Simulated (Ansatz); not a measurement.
All numbers were calculated with Ansatz.

Basis-set series for GeH$_{6}$Si, SMILES `[SiH3][GeH3]`. The species carries charge 0 and has multiplicity 1. The geometry is a stationary point of PBE0-D4/def2-TZVP.

```tsv
functional	basis	functions	energy (Eh)	HOMO (eV)	LUMO (eV)
PBE0-D4	def2-SVP	80	-2369.34513	-8.33	0.66
PBE0-D4	def2-TZVPP	174	-2369.71055	-8.30	0.36
ωB97M-V	def2-SVP	80	-2369.56626	-10.33	2.56
ωB97M-V	def2-TZVPP	174	-2369.93391	-10.34	1.94
```

Q: Give the rows for def2-QZVPP. (Best estimate.)

A: The calculation gave: 
| functional | basis | functions | energy (Eh) | HOMO (eV) | LUMO (eV) |
| --- | --- | --- | --- | --- | --- |
| PBE0-D4 | def2-QZVPP | 339 | -2369.76565 | -8.30 | 0.10 |
| ωB97M-V | def2-QZVPP | 339 | -2369.98741 | -10.33 | 1.35 |

Positive LUMOs are unbound and depend on the basis. Scalar relativity is left out up to krypton.
